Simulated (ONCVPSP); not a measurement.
## Logarithmic derivatives: Tb (Z = 65), ONCV

```
Element                 : terbium (Tb)
Generator               : ONCVPSP 4.0.1
Type                    : optimised norm-conserving Vanderbilt (ONCV)
Functional              : LDA (Perdew-Zunger)
Relativity              : scalar-relativistic
Frozen core             : [Kr] 4d10 4f8
Valence charge          : 11
Reference configuration : 5s2 5p6 5d1 6s2
Partial waves           : 5s+6s: rc 1.70 bohr, ncon 3, nbas 6, qcut 6.3 1/bohr, 2 projectors; 5p: rc 1.85 bohr, ncon 3, nbas 7, qcut 7.3 1/bohr, 2 projectors, debl 1.6 Ha; 5d: rc 3.50 bohr, ncon 4, nbas 9, qcut 3.6 1/bohr, 2 projectors, debl 1.8 Ha; f scattering state at 0.17 Ha: rc 3.55 bohr, ncon 3, nbas 6, qcut 3.6 1/bohr, 2 projectors, debl 3.5 Ha
Local potential         : polynomial inside 1.45 bohr (lpopt 4, dvloc0 0 Ha)
Core correction         : Teter function, fcfact 2, rcfact 1.55
```

The phase is arctan(r·R′/R) of the radial function R(r), unwrapped; energies in Ha, scanned from -3 to 5 Ha. A pole is an energy at which the radial function vanishes at the test radius. The pseudo phase is shifted by a multiple of π to meet the all-electron one at the reference energy, and phase errors are pseudo minus all-electron; the curves can meet again beyond the range given. Levels narrower than the energy grid can be missing from the lists of poles.

```csv
channel,radius (bohr),reference energy (Ha),"poles, all-electron","poles, pseudo",unbroken range about the reference energy with phases within 0.05 rad,phase error 1 Ha above the reference energy (rad)
s,1.73,-0.16,-0.88,-0.88,the whole range,-0.000
p,1.88,-1.03,-0.02,-0.02,the whole range,-0.000
d,3.55,-0.10,"0.07, 1.74, 4.51","0.07, 1.74",below 0.5,+0.026
f,3.61,0.17,"-0.32, 1.08, 2.92","1.33, 3.04",-0.3 to 0.7,+0.085
```

Phases in the d channel:

```tsv
E (Ha)	all-electron	pseudo
-2.98	1.439	1.439
-2.54	1.426	1.426
-2.10	1.409	1.409
-1.66	1.384	1.384
-1.22	1.343	1.343
-0.78	1.257	1.258
-0.34	0.828	0.833
0.10	-1.617	-1.614
0.54	-2.426	-2.351
0.98	-4.399	-4.383
1.42	-4.636	-4.635
1.86	-4.737	-4.736
2.30	-4.846	-4.834
2.74	-5.279	-5.067
3.18	-7.520	-6.959
3.62	-7.741	-7.624
4.06	-7.810	-7.739
4.50	-7.853	-7.791
4.94	-7.894	-7.825
```
